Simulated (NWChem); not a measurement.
The numbers come from NWChem runs, not from measurements. System: HSi, charge 0, spin multiplicity 2, at a geometry optimised with UPBE/def2-SVP. The structure started from a generated list of species. Its SCF solution wasn't tested for a lower state. Level: UMP2/def2-QZVP, 5 core orbitals frozen.

Part of the output:

```
             Northwest Computational Chemistry Package (NWChem) 7.3.0
             --------------------------------------------------------

                                NWChem Input Module
                                -------------------

 Scaling coordinates for geometry "geometry" by  1.889725989
 (inverse scale =  0.529177249)

 Turning off AUTOSYM since
 SYMMETRY directive was detected!

                             Geometry "geometry" -> ""
                             -------------------------

 Output coordinates in angstroms (scale by  1.889725989 to convert to a.u.)

  No.       Tag          Charge          X              Y              Z
 ---- ---------------- ---------- -------------- -------------- --------------
    1 Si                  14.0000     0.00000000     0.00000000     0.10368900
    2 H                    1.0000     0.00000000     0.00000000    -1.45165300

 Effective nuclear repulsion energy (a.u.)       4.7632491671

            Nuclear Dipole moment (a.u.)
            ----------------------------
        X                 Y               Z
 ---------------- ---------------- ----------------
     0.0000000000     0.0000000000    -0.0000132281

      Symmetry information
      --------------------

 Group name             C2v
 Group number             16
 Group order               4
 No. of unique centers     2

      Symmetry unique atoms

     1    2


 Summary of "ao basis" -> "" (spherical)
 ------------------------------------------------------------------------------
       Tag                 Description            Shells   Functions and Types
 ---------------- ------------------------------  ------  ---------------------
 *                         def2-qzvp                  on all atoms

 Summary of "ao basis" -> "ao basis" (spherical)
 ------------------------------------------------------------------------------
       Tag                 Description            Shells   Functions and Types
 ---------------- ------------------------------  ------  ---------------------
 Si                        def2-qzvp                22       70   9s6p4d2f1g
 H                         def2-qzvp                10       30   4s3p2d1f

                                 NWChem SCF Module
                                 -----------------

  ao basis        = "ao basis"
  functions       =   100
  atoms           =     2
  alpha electrons =     8
  beta  electrons =     7
  charge          =   0.00
  wavefunction    = UHF
  use symmetry    = T
  symmetry adapt  = T

 Summary of "ao basis" -> "ao basis" (spherical)
 ------------------------------------------------------------------------------
       Tag                 Description            Shells   Functions and Types
 ---------------- ------------------------------  ------  ---------------------
 Si                        def2-qzvp                22       70   9s6p4d2f1g
 H                         def2-qzvp                10       30   4s3p2d1f

      Symmetry analysis of basis
      --------------------------

        a1         43
        a2         11
        b1         23
        b2         23

 Forming initial guess at       0.0s

   Symmetry analysis of molecular orbitals - initial alpha
   -------------------------------------------------------

  Numbering of irreducible representations:

     1 a1          2 a2          3 b1          4 b2

  Orbital symmetries:

     1 a1          2 a1          3 b2          4 b1          5 a1
     6 a1          7 a1          8 b1          9 b2         10 a1
    11 a1         12 b1         13 a1         14 b2         15 b1
    16 a2         17 b2         18 a1

   Symmetry analysis of molecular orbitals - initial beta
   ------------------------------------------------------

  Numbering of irreducible representations:

     1 a1          2 a2          3 b1          4 b2

  Orbital symmetries:

     1 a1          2 a1          3 b2          4 a1          5 b1
     6 a1          7 a1          8 b2          9 b1         10 a1
    11 a1         12 a1         13 b2         14 b1         15 b2
    16 b1         17 a2         18 a1

 Starting SCF solution at       0.1s

 ----------------------------------------------
[...]
  ----- ------------  ---------------      ----- ------------  ---------------
    74      2.632457  2 H  s                 27      2.157593  1 Si pz
     9     -1.632459  1 Si s                 73     -0.711165  2 H  s
    24     -0.546732  1 Si pz                 8      0.338246  1 Si s
    40      0.291288  1 Si d  0               7     -0.262052  1 Si s
    83     -0.193294  2 H  pz

 center of mass
 --------------
 x =   0.00000000 y =   0.00000000 z =   0.09374631

 moments of inertia (a.u.)
 ------------------
           8.403593193981           0.000000000000           0.000000000000
           0.000000000000           8.403593193981           0.000000000000
           0.000000000000           0.000000000000           0.000000000000

  Mulliken analysis of the total density
  --------------------------------------

    Atom       Charge   Shell Charges
 -----------   ------   -------------------------------------------------------
    1 Si  14    13.89   1.69  0.01  0.25  0.37  1.07  0.56  0.43  1.05  0.42  5.48 -0.01  0.55  0.63  1.00  0.30  0.00  0.02  0.04  0.03  0.00  0.00  0.00
    2 H    1     1.11   0.11  0.33  0.51  0.14  0.00  0.00  0.02  0.00  0.00  0.00

  Mulliken analysis of the alpha density
  --------------------------------------

    Atom       Charge   Shell Charges
 -----------   ------   -------------------------------------------------------
    1 Si  14     7.46   0.84  0.00  0.13  0.19  0.53  0.28  0.21  0.55  0.21  2.75 -0.01  0.28  0.45  0.76  0.24  0.00  0.01  0.02  0.02  0.00  0.00  0.00
    2 H    1     0.54   0.05  0.16  0.25  0.07  0.00  0.00  0.01  0.00  0.00  0.00

   Mulliken analysis of the beta density
   -------------------------------------

    Atom       Charge   Shell Charges
 -----------   ------   -------------------------------------------------------
    1 Si  14     6.43   0.84  0.00  0.13  0.19  0.53  0.28  0.22  0.51  0.21  2.73 -0.00  0.27  0.18  0.24  0.06  0.00  0.01  0.02  0.01  0.00  0.00  0.00
    2 H    1     0.57   0.05  0.17  0.27  0.07  0.00  0.00  0.01  0.00  0.00  0.00

   Mulliken analysis of the spin density
   -------------------------------------

    Atom       Charge   Shell Charges
 -----------   ------   -------------------------------------------------------
    1 Si  14     1.03   0.00 -0.00 -0.00  0.00  0.00 -0.00 -0.01  0.04 -0.00  0.02 -0.00  0.01  0.27  0.51  0.19  0.00  0.00  0.01  0.01 -0.00 -0.00 -0.00
    2 H    1    -0.03  -0.00 -0.01 -0.02 -0.00  0.00  0.00  0.00  0.00  0.00  0.00

       Multipole analysis of the density wrt the origin
       ------------------------------------------------

     L   x y z        total         alpha         beta         nuclear
     -   - - -        -----         -----         ----         -------
     0   0 0 0     -0.000000     -8.000000     -7.000000     15.000000

     1   1 0 0     -0.000000     -0.000000     -0.000000      0.000000
     1   0 1 0     -0.000000      0.000000     -0.000000      0.000000
     1   0 0 1     -0.052912     -0.011248     -0.041651     -0.000013

     2   2 0 0    -12.457594     -9.232338     -3.225256      0.000000
     2   1 1 0      0.000000      0.000000     -0.000000      0.000000
     2   1 0 1      0.000000      0.000000     -0.000000      0.000000
     2   0 2 0     -8.755067     -5.156584     -3.598483      0.000000
     2   0 1 1     -0.000000     -0.000000     -0.000000      0.000000
     2   0 0 2    -12.612399    -10.949425     -9.725781      8.062807

                   NWChem MP2 Semi-direct Energy/Gradient Module
                   ---------------------------------------------

  Basis functions       =    100
  Molecular orbitals    =    100
  Frozen core           =      5
  Frozen virtuals       =      0
  Active alpha occupied =      3
  Active beta occupied  =      2
  Active alpha virtual  =     92
  Active beta virtual   =     93
  Use MO symmetry       = T
  Use skeleton AO sym   = T

  AO/Fock/Back tols     =   1.0D-09  1.0D-09  1.0D-09

 GA uses MA = F    GA memory limited = T

 Available:
  local mem=  1.26D+08
 global mem=  1.44D+08
 local disk=  0.00D+00
  mp2_memr nvloc                    92
  nvloc new                    92
   1 passes of   3:        7340032                      43203                   4756097.
   1 passes of   3: M    126151077           G      144159200           F     118811045.

 Semi-direct pass number   1 of   1  for UHF alpha       at        1.2s
  vrange nnbf                  5050
  mp2_eaftype                    18  avail_ma_in_mb                  1099
 EAF : mp2_eaftype filesize          18    2378048.
  mp2_eaf for mointskh                     18
Node 0 wrote     11.2 Mb in      0.0 s     Agg I/O rate:  5194.2 Mb/s
 Done moints_semi at        2.9s
  mp2_eaftype                    18  avail_ma_in_mb                  1081
 EAF : mp2_eaftype filesize          18    2378048.
  mp2_eaf for kh                    18
 Done maket at        2.9s
 Done multipass loop at        2.9s

 GA uses MA = F    GA memory limited = T

 Available:
  local mem=  1.26D+08
 global mem=  1.44D+08
 local disk=  0.00D+00
  mp2_memr nvloc                    93
  nvloc new                    93
   1 passes of   2:        7340032                      35767                   3210797.
   1 passes of   2: M    126151077           G      144159200           F     118811045.

 Semi-direct pass number   1 of   1  for UHF beta        at        3.0s
  vrange nnbf                  5050
  mp2_eaftype                    12  avail_ma_in_mb                  1099
 EAF : mp2_eaftype filesize          12    1605398.
  mp2_eaf for mointskh                     12
Node 0 wrote      7.5 Mb in      0.0 s     Agg I/O rate:  4798.2 Mb/s
 Done moints_semi at        4.7s
  mp2_eaftype                    12  avail_ma_in_mb                  1087
 EAF : mp2_eaftype filesize          12    1605398.
  mp2_eaf for kh                    12
 Done maket at        4.7s
 Done multipass loop at        4.7s

          -------------------------------------------
          SCF energy                -289.442067168381
          Correlation energy          -0.086607545925
          Singlet pairs                0.000000000000
          Triplet pairs                0.000000000000
          Total MP2 energy          -289.528674714306
          -------------------------------------------

          ---------------------------------------------------
                    Spin Component Scaled (SCS) MP2
          Same spin pairs                     -0.010061736963
          Same spin scaling factor             0.333333333333
          Opposite spin pairs                 -0.076545808962
          Opposite spin scaling fact.          1.200000000000
          SCS-MP2 correlation energy          -0.095208883076
          Total SCS-MP2 energy              -289.537276051456
          ---------------------------------------------------

 -----------------------
 Performance information
 -----------------------

 Timer overhead =  1.37D-07 seconds/call

               Nr. of calls         CPU time (s)                 Wall time (s)                GFlops
             ---------------    -------------------     ------------------------------   -------------------
Name         Min   Avg   Max    Min     Avg     Max     Min     Avg     Max   Mx/calls   Min     Max     Sum
mp2: moin     2     2     2    3.4     3.4     3.4      3.4     3.4     3.4     1.7      0.0     0.0     0.0
mp2: make     2     2     2   2.56E-2 2.56E-2 2.56E-2  2.56E-2 2.56E-2 2.56E-2 1.28E-2   0.0     0.0     0.0
mp2: tota     1     1     1    3.6     3.6     3.6      3.6     3.6     3.6     3.6      0.0     0.0     0.0

 The average no. of pstat calls per process was 5.00D+00
 with a timing overhead of 6.84D-07s

 Task  times  cpu:        4.7s     wall:        4.7s

 Total times  cpu:        4.7s     wall:        4.7s
```

Problem. Write an NWChem input that would produce this output.

Solution. This is not unique; one that fits is 
```
start mol
memory heap 200 mb stack 900 mb global 1100 mb
geometry units angstroms nocenter noautoz
  Si     0.000000     0.000000     0.103689
  H      0.000000     0.000000    -1.451653
  symmetry group C2v
end
basis spherical
  * library def2-qzvp
end
scf
  uhf
  nopen 1
  maxiter 100
  thresh 1e-7
  semidirect memsize 60000000 filesize 0
  # guess.movecs holds the orbitals of an unrestricted PBE0 run
  vectors input guess.movecs output mol.movecs
end
mp2
  freeze core 5
end
task mp2 energy
```
